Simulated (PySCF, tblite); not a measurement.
Scan of BF₂, doublet: symmetric bend, bond length relaxed. Scanned: F-B-F angle. Other coordinates (B-F bond length) were minimised at B3LYP/def2-TZVP.

Methods: GFN2-xTB, 300 K electronic temperature (tblite); CCSD(T) on UHF/cc-pVTZ, 3 core orbitals frozen (PySCF).

Energies relative to the lowest point of each profile, in eV; the last columns give the difference from CCSD(T):

```json
[
 {"a / °": "180", "GFN2-xTB": "2.036", "CCSD(T)": "—", "GFN2-xTB − CCSD(T)": "—"},
 {"a / °": "170", "GFN2-xTB": "1.842", "CCSD(T)": "1.952", "GFN2-xTB − CCSD(T)": "-0.110"},
 {"a / °": "160", "GFN2-xTB": "1.404", "CCSD(T)": "1.303", "GFN2-xTB − CCSD(T)": "0.101"},
 {"a / °": "150", "GFN2-xTB": "0.933", "CCSD(T)": "0.753", "GFN2-xTB − CCSD(T)": "0.180"},
 {"a / °": "140", "GFN2-xTB": "0.518", "CCSD(T)": "0.337", "GFN2-xTB − CCSD(T)": "0.181"},
 {"a / °": "130", "GFN2-xTB": "0.203", "CCSD(T)": "0.077", "GFN2-xTB − CCSD(T)": "0.125"},
 {"a / °": "120", "GFN2-xTB": "0.017", "CCSD(T)": "0.000", "GFN2-xTB − CCSD(T)": "0.017"},
 {"a / °": "110", "GFN2-xTB": "0.000", "CCSD(T)": "0.146", "GFN2-xTB − CCSD(T)": "-0.146"},
 {"a / °": "100", "GFN2-xTB": "0.217", "CCSD(T)": "0.582", "GFN2-xTB − CCSD(T)": "-0.365"},
 {"a / °": "90", "GFN2-xTB": "0.776", "CCSD(T)": "1.417", "GFN2-xTB − CCSD(T)": "-0.641"}
]
```

GFN2-xTB is furthest from CCSD(T) at 90 (-0.641 eV, below); its mean absolute difference over the points is 0.207 eV.

A dash means that the run gave no value there, or that the column was ended at a point which the program doubted or which failed a test of continuity chosen for this set; such a test can also cut sound points.

The scan ran from 180.0 to 80.0; beyond the range shown the relaxed coordinates jump or full CI changes its symmetry label.
